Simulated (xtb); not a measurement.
C₃H₇O₂ (SMILES C[C](O)CO), doublet, from a rough starting geometry; GFN2-xTB (xtb 6.7.1).

Here is a job for xtb.
```
$ xtb mol.xyz --gfn 2 --uhf 1 --opt vtight --json

# file mol.xyz
12

C      1.27628579    -0.68684994     0.51669710
C      0.38116939     0.22683020    -0.16784985
O      0.73521978     1.54763888    -0.21931618
C     -0.97923952    -0.18785910    -0.60202181
O     -1.91637536    -0.24156104     0.43309129
H      0.68819979    -1.30244863     1.21252852
H      1.85658965    -1.32975186    -0.18098387
H      2.02285529    -0.09247853     1.08589907
H      0.19588212     2.06283705    -0.81976981
H     -1.04598238    -1.14270388    -1.03246983
H     -1.33340955     0.52915213    -1.28140024
H     -1.85477350     0.57961873     1.02381009
```

Problem. What does xtb print? Leave out banner, timings and long lists.

Solution. 
```
   ID    Z sym.   atoms
    1    6 C      1, 2, 4
    2    8 O      3, 5
    3    1 H      6-12

           -------------------------------------------------
          |                Calculation Setup                |
           -------------------------------------------------

           -------------------------------------------------
          |                 G F N 2 - x T B                 |
           -------------------------------------------------

          ...................................................
          :                      SETUP                      :
          :.................................................:
          :  # basis functions                  27          :
          :  # atomic orbitals                  27          :
          :  # shells                           17          :
          :  # electrons                        31          :
          :  max. iterations                   250          :
          :  Hamiltonian                  GFN2-xTB          :
          :  restarted?                      false          :
          :  GBSA solvation                  false          :
          :  PC potential                    false          :
          :  electronic temp.          300.0000000     K    :
          :  accuracy                    1.0000000          :
          :  -> integral cutoff          0.2500000E+02      :
          :  -> integral neglect         0.1000000E-07      :
          :  -> SCF convergence          0.1000000E-05 Eh   :
          :  -> wf. convergence          0.1000000E-03 e    :
          :  Broyden damping             0.4000000          :
          :  net charge                          0          :
          :  unpaired electrons                  1          :
          ...................................................

 iter      E             dE          RMSdq      gap      omega  full diag
   1    -18.1960905 -0.181961E+02  0.361E+00    8.54       0.0  T
   2    -18.2063739 -0.102833E-01  0.196E+00    8.74       1.0  T
   3    -18.2072171 -0.843259E-03  0.527E-01    8.65       1.0  T
   4    -18.2073152 -0.980595E-04  0.123E-01    8.63       1.0  T
   5    -18.2073310 -0.157930E-04  0.461E-02    8.62       1.0  T
   6    -18.2073329 -0.193489E-05  0.159E-02    8.63       1.8  T
   7    -18.2073333 -0.353516E-06  0.486E-03    8.64       5.9  T
   8    -18.2073333 -0.186356E-07  0.151E-03    8.63      19.2  T
   9    -18.2073333 -0.385924E-08  0.483E-04    8.63      59.8  T
[...]
 * total energy  :   -18.0402977 Eh     change       -0.3551659E-05 Eh
 * total energy  :   -18.0402928 Eh     change        0.4936594E-05 Eh
 * total energy  :   -18.0403013 Eh     change       -0.8551822E-05 Eh
 * total energy  :   -18.0403024 Eh     change       -0.1032361E-05 Eh
 * total energy  :   -18.0403027 Eh     change       -0.3159400E-06 Eh
 * total energy  :   -18.0403030 Eh     change       -0.3234368E-06 Eh
 * total energy  :   -18.0403032 Eh     change       -0.2027413E-06 Eh
 * total energy  :   -18.0403034 Eh     change       -0.1865638E-06 Eh
 * total energy  :   -18.0403036 Eh     change       -0.1834422E-06 Eh
 * total energy  :   -18.0403037 Eh     change       -0.1264965E-06 Eh
 * total energy  :   -18.0403038 Eh     change       -0.1150371E-06 Eh
 * total energy  :   -18.0403039 Eh     change       -0.6733963E-07 Eh
   *** GEOMETRY OPTIMIZATION CONVERGED AFTER 30 ITERATIONS ***
         :: total energy             -18.040303885355 Eh    ::
[...]
     8   1 H        0.925     0.063     2.162     2.299
     9   1 H        0.805     0.295     0.737     1.349
    10   1 H        0.924     0.057     2.237     2.339
    11   1 H        0.923     0.018     2.767     2.602
    12   1 H        0.805     0.285     0.767     1.376

 Mol. C6AA /au·bohr⁶  :       1079.176003
 Mol. C8AA /au·bohr⁸  :      22749.181414
 Mol. α(0) /au        :         48.723534

Wiberg/Mayer (AO) data.
largest (>0.10) Wiberg bond orders for each atom

 ---------------------------------------------------------------------------
     #   Z sym  total        # sym  WBO       # sym  WBO       # sym  WBO
 ---------------------------------------------------------------------------
     1   6 C    3.995 --     2 C    1.055     8 H    0.982     7 H    0.962
                             6 H    0.955
     2   6 C    3.375 --     3 O    1.167     1 C    1.055     4 C    1.036
     3   8 O    2.134 --     2 C    1.167     9 H    0.891
     4   6 C    3.959 --     2 C    1.036    10 H    0.964    11 H    0.963
                             5 O    0.958
     5   8 O    1.953 --     4 C    0.958    12 H    0.905
     6   1 H    0.995 --     1 C    0.955
     7   1 H    0.997 --     1 C    0.962
     8   1 H    0.996 --     1 C    0.982
     9   1 H    0.913 --     3 O    0.891
    10   1 H    0.997 --     4 C    0.964
    11   1 H    1.000 --     4 C    0.963
    12   1 H    0.919 --     5 O    0.905
 ---------------------------------------------------------------------------

Topologies differ in total number of bonds
Writing topology from bond orders to xtbtopo.mol

molecular dipole:
                 x           y           z       tot (Debye)
 q only:        0.164       0.274      -0.228
   full:        0.037       0.515      -0.287       1.500
molecular quadrupole (traceless):
                xx          xy          yy          xz          yz          zz
 q only:       -3.694      -4.833       1.780       0.583      -0.684       1.914
  q+dip:       -5.050      -6.899       2.638       1.394      -0.874       2.412
   full:       -5.185      -6.834       2.589       0.956      -0.840       2.596

optimized geometry written to: xtbopt.xyz

           -------------------------------------------------
          | TOTAL ENERGY              -18.040303885355 Eh   |
          | GRADIENT NORM               0.000033399517 Eh/α |
          | HOMO-LUMO GAP               8.964005202308 eV   |
           -------------------------------------------------
```
